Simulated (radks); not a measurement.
Values are calculated unless marked as measured or tabulated.
Neutral gadolinium inside a hard spherical wall (all orbitals vanish at R), configuration held at [Xe] 4f7 5d1 6s2 and not refilled when levels cross. Level of theory: scalar-relativistic Kohn-Sham, PBE, spin-polarised, spherical densities, point nucleus; open shells are filled with parallel spins first (spin-orbit coupling, left out, can overturn this in heavy ions) (a radial shooting solver on a logarithmic mesh with Libxc functionals). Eigenvalues in eV for spin up, with the zero of energy where the potential of the charges vanishes at infinity; a dash marks a level that is unbound or too diffuse for the functional's potential to be trusted. A positive occupied level is held by the wall or, in an anion where self-interaction has pushed it up, behind a barrier. The pressure on the wall is -dE/dV.

R (bohr)  E (hartree)  kinetic (hartree)    e(5p)    e(4f)   e(6s)   e(5d)  e(6p, empty)  e(7s, empty)  pressure (GPa)
free      -11271.4801          12104.367  -28.177  -10.447  -4.346  -2.954        -1.439             -               0
12        -11271.4797          12104.371  -28.147  -10.417  -4.324  -2.928        -1.365         0.980         0.00519
5         -11271.1644          12105.732  -23.784   -5.767   1.478   1.401         7.783        30.373            30.8
4         -11270.5188          12108.152  -19.963   -1.330  10.389   6.222        20.155        61.493             170
3.5       -11269.6583          12111.383  -16.231    3.114  20.817  11.307        33.668        92.528             472
2.5       -11262.7469          12135.970    5.454   26.520  86.635  41.053        110.93        251.21            5930
2         -11248.0884          12183.201   42.803   58.378  195.04  89.923        229.96        475.86           29400
